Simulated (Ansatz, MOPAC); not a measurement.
Molecule: C2H5GeO2, charge 0, multiplicity 2. SMILES: CC(=O)[O][GeH2]

Atoms: C1, C2, O3, O4, Ge5, H6, H7, H8, H9, H10. Bonds: C1-C2, C1-H6, C1-H7, C1-H8, C2-O3, C2-O4, O4-Ge5, Ge5-H9, Ge5-H10.

Bond lengths (Å) and angles (degrees) optimised at PM3 with MOPAC; HF/STO-3G with Ansatz (a program for electronic structure); PBE/6-31G* with LANL2DZ past Ar with Ansatz, each started from the B3LYP-D3(BJ)/def2-TZVP structure (Ansatz) of the last column. A row stands for all coordinates that are equal there; 12 of 17 kinds are shown. 6-31G* holds six Cartesian d functions. No wavenumbers were computed at HF/STO-3G, PBE/6-31G* with LANL2DZ past Ar, so these may be saddle points.

```json
[
 {"coordinate": "C1-C2", "PM3": "1.492", "HF/STO-3G": "1.536", "PBE/6-31G* with LANL2DZ past Ar": "1.510", "B3LYP-D3(BJ)/def2-TZVP": "1.503"},
 {"coordinate": "C1-H6", "PM3": "1.097", "HF/STO-3G": "1.085", "PBE/6-31G* with LANL2DZ past Ar": "1.098", "B3LYP-D3(BJ)/def2-TZVP": "1.086"},
 {"coordinate": "C1-H7", "PM3": "1.098", "HF/STO-3G": "1.087", "PBE/6-31G* with LANL2DZ past Ar": "1.103", "B3LYP-D3(BJ)/def2-TZVP": "1.091"},
 {"coordinate": "C2-O3", "PM3": "1.239", "HF/STO-3G": "1.252", "PBE/6-31G* with LANL2DZ past Ar": "1.237", "B3LYP-D3(BJ)/def2-TZVP": "1.212"},
 {"coordinate": "C2-O4", "PM3": "1.325", "HF/STO-3G": "1.372", "PBE/6-31G* with LANL2DZ past Ar": "1.341", "B3LYP-D3(BJ)/def2-TZVP": "1.337"},
 {"coordinate": "O4-Ge5", "PM3": "1.823", "HF/STO-3G": "1.759", "PBE/6-31G* with LANL2DZ past Ar": "1.912", "B3LYP-D3(BJ)/def2-TZVP": "1.855"},
 {"coordinate": "Ge5-H9", "PM3": "1.487", "HF/STO-3G": "1.432", "PBE/6-31G* with LANL2DZ past Ar": "1.574", "B3LYP-D3(BJ)/def2-TZVP": "1.548"},
 {"coordinate": "C1-C2-O3", "PM3": "128.9", "HF/STO-3G": "124.9", "PBE/6-31G* with LANL2DZ past Ar": "124.9", "B3LYP-D3(BJ)/def2-TZVP": "124.8"},
 {"coordinate": "C1-C2-O4", "PM3": "120.2", "HF/STO-3G": "114.3", "PBE/6-31G* with LANL2DZ past Ar": "114.3", "B3LYP-D3(BJ)/def2-TZVP": "113.0"},
 {"coordinate": "O3-C2-O4", "PM3": "110.9", "HF/STO-3G": "120.8", "PBE/6-31G* with LANL2DZ past Ar": "120.8", "B3LYP-D3(BJ)/def2-TZVP": "122.2"},
 {"coordinate": "C2-O4-Ge5", "PM3": "108.5", "HF/STO-3G": "116.0", "PBE/6-31G* with LANL2DZ past Ar": "105.5", "B3LYP-D3(BJ)/def2-TZVP": "114.2"},
 {"coordinate": "C2-C1-H6", "PM3": "111.4", "HF/STO-3G": "109.9", "PBE/6-31G* with LANL2DZ past Ar": "109.9", "B3LYP-D3(BJ)/def2-TZVP": "109.9"}
]
```

Mean signed difference of all 9 bond lengths from B3LYP-D3(BJ)/def2-TZVP: PM3 -0.014 Å, HF/STO-3G -0.025 Å, PBE/6-31G* with LANL2DZ past Ar 0.020 Å.
